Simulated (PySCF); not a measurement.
Species: C3H8OSi.
Atom-mapped SMILES: `[CH3:1]/[CH:2]=[CH:3]/[O:4][SiH3:5]` (hydrogens: H6, H7, H8 on C1; H9 on C2; H10 on C3; H11, H12, H13 on Si5)

Computed by this run: PBE0-D3(BJ)/def2-SVP geometry optimisation, gas phase (PySCF 2.14.0); density fitting, grid level 1; the optimiser is geomeTRIC in internal coordinates, started from a GFN2-xTB structure with every atom displaced at random (about 0.01 Å).

Step 0: E = -13150.1485 eV
```
atom  x, y, z in Å  |  force x, y, z in eV/Å
C1     -2.2513    0.1008    0.3684   -0.470   1.811  -0.172
C2     -0.7963    0.1477    0.1903    0.222   0.782   0.493
C3     -0.1209   -0.7975   -0.4286    2.750   0.022  -0.237
O4      1.2662   -0.8095   -0.6171   -4.053  -1.865  -0.586
Si5     2.4249    0.2060   -0.2158    1.089   1.195   0.659
H6     -2.7327    0.9702   -0.1611    0.198  -0.536   0.311
H7     -2.5219    0.2147    1.4196   -0.179  -0.103   0.352
H8     -2.6771   -0.7926   -0.0280   -0.542  -1.062  -0.359
H9     -0.2691    1.0149    0.6139    0.027  -0.073  -0.103
H10    -0.5809   -1.6764   -0.8296   -0.336  -0.729  -0.403
H11     3.5439   -0.5098   -0.7734    1.122  -0.102  -0.208
H12     2.2306    1.5348   -0.7979    0.000   0.590  -0.313
H13     2.4924    0.3749    1.2412    0.171   0.071   0.565
```

Step 1: E = -13150.4573 eV
```
atom  x, y, z in Å  |  force x, y, z in eV/Å
C1     -2.2577    0.1321    0.3912   -0.061  -0.161  -0.067
C2     -0.7784    0.1653    0.1892    0.042  -0.016   0.007
C3     -0.1094   -0.8114   -0.4317   -0.264  -0.325  -0.380
O4      1.2013   -0.8689   -0.7356    0.599   0.313   0.306
Si5     2.4249    0.1919   -0.2310   -0.257  -0.206  -0.086
H6     -2.7498    0.9952   -0.0871    0.007   0.007  -0.026
H7     -2.5340    0.1683    1.4565    0.004  -0.017   0.070
H8     -2.6976   -0.7861   -0.0423    0.065   0.168   0.097
H9     -0.2336    1.0418    0.5566    0.028   0.081   0.004
H10    -0.6331   -1.7043   -0.8133    0.022   0.190   0.109
H11     3.7196   -0.4171   -0.6488   -0.126  -0.025  -0.041
H12     2.2579    1.5288   -0.8773   -0.021  -0.018   0.028
H13     2.3977    0.3426    1.2554   -0.038   0.011  -0.021
```

Task: Estimate the geometry and energy of step 2. (The exact step hangs on the optimiser's Hessian estimate; all steps are aligned on step 1, rigid shifts and turns removed.)

Result: E = -13150.4343 eV, largest force 0.777 eV/Å
```
atom  x, y, z in Å  |  force x, y, z in eV/Å
C1     -2.1822    0.1658    0.4157   -0.020  -0.012  -0.089
C2     -0.7239    0.1066    0.1002   -0.603  -0.104   0.077
C3     -0.1196   -0.9065   -0.5302    0.267   0.657   0.317
O4      1.2096   -0.9020   -0.7613    0.416  -0.392  -0.223
Si5     2.3296    0.2183   -0.1832   -0.155  -0.209  -0.111
H6     -2.6596    1.0432   -0.0524   -0.018  -0.003   0.008
H7     -2.3676    0.2468    1.5002    0.025  -0.010  -0.004
H8     -2.7062   -0.7318    0.0523   -0.006   0.012   0.017
H9     -0.1166    0.9659    0.4136   -0.026  -0.023   0.008
H10    -0.6440   -1.7991   -0.8950    0.121   0.057   0.010
H11     3.6612   -0.3234   -0.5591   -0.010  -0.007  -0.029
H12     2.1119    1.5512   -0.8194    0.006   0.020   0.020
H13     2.2152    0.3432    1.3004    0.003   0.013  -0.002
```

The energy changes by +0.0231 eV. The first-order estimate −F·Δx gives -0.0649 eV and the mean of the old and new forces, exact on a quadratic surface, +0.0258 eV. The step makes an angle of 83° with the force vector and moves no atom by more than 0.200 Å. The energy falls at the start of this step and ends higher, so the step passed the lowest point of its straight line.

What follows is the cost of the whole optimisation. The run took 44 s on one thread of an Arm Neoverse V2 (shared host), and the process peaked at 0.46 GiB of memory.
